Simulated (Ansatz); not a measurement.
A geometry relaxed with Ansatz (a program for electronic structure) with PBE0-D3(BJ)/def2-TZVP, charge 0, multiplicity 1:

```xyz
6

N     -0.8747    -0.0874     0.0000
Si     0.7846     0.1408    -0.0141
O      1.5191     1.4363    -0.2915
H     -1.5330     0.6524    -0.1829
H      1.4078    -1.1646     0.2964
H     -1.3038    -0.9774     0.1921
```

Q: Write the SMILES of this molecule.

A: `N[SiH]=O`
